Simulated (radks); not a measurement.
Q: Species: Co. Configuration: [Ar] 3d8 7d1 (not the ground configuration). All-electron calculation, scalar-relativistic Kohn-Sham, r2SCAN, spin-polarised, spherical densities, finite nucleus; open shells are filled with parallel spins first; meta-GGA in the generalised Kohn-Sham scheme; Fermi nuclear charge, rms radius 3.7875 fm. Program: a radial shooting solver on a logarithmic mesh with Libxc functionals. Some entries of the table are withheld. Estimate them.

orbital  occ.  eigenvalue (eV)  <1/r> (bohr^-1)
1s down     1        -7620.731            27.03
1s up       1        -7620.720            27.03
2s up       1        -910.5509            5.830
2s down     1        -909.3000            5.835
2p up       3        -778.4313            5.705
2p down     3        -777.4820            5.710
3s up       1        -109.3234            1.823
3s down     1        -106.6031            1.817
3p up       3         -71.3097              (1)
3p down     3         -68.6156              (2)
3d up       5         -12.3988            1.250
3d down     3         -10.0258            1.208
7d up       1          -0.2815          0.03082

A: 
(1) 3p up <1/r> (bohr^-1): 1.672
(2) 3p down <1/r> (bohr^-1): 1.665
